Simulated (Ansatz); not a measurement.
H2Pb (SMILES [PbH2]) moved off its minimum; all values from Ansatz (an electronic-structure program), cores frozen in correlated methods. Elements past Kr take the def2 small-core potentials, without spin–orbit coupling.
(charge 0, multiplicity 1)
```xyz
3

Pb     0.02609     0.00952     0.01285
H     -0.13318    -1.31121    -1.20194
H     -0.18071     1.30779    -1.20301
```

Problem. Give the forces (eV/Å), the total energy and the dipole at CCSD(T)/def2-TZVPPD.

Solution. 
```csv
atom,Fx,Fy,Fz
Pb1,0.160,-0.087,1.048
H2,-0.065,-0.385,-0.479
H3,-0.094,0.472,-0.569
```
Energy -193.0653 hartree, dipole 1.06 D.
